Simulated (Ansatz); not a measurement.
Input for Ansatz (development build ahead of 0.2.0):

```yaml
crystal:
  periodic: [false, false, false]
  atoms:
    - { symbol: P, position_ang: [0.0, 0.0, 0.0] }
    - { symbol: O, position_ang: [0.0, 0.0, 4.176] }
    - { symbol: Be, position_ang: [0.0, 4.9378, -1.3231] }
basis:
  gaussian: { orbitals: pcseg-2 }
magnetization:
  initial_magnetization: 1
hamiltonian:
  xc: { name: B3LYP }
```

The input is written out in the form of the current development build from the run's settings.

Output:

- Converged: yes
- Total energy: -430.93142 hartree
- Spin squared of the determinant: 0.750
- Stability test: minimum among restricted orbitals

Caution: stretched shape with no unrestricted run beside it, a lower state can exist; charge can spread falsely over distant fragments.
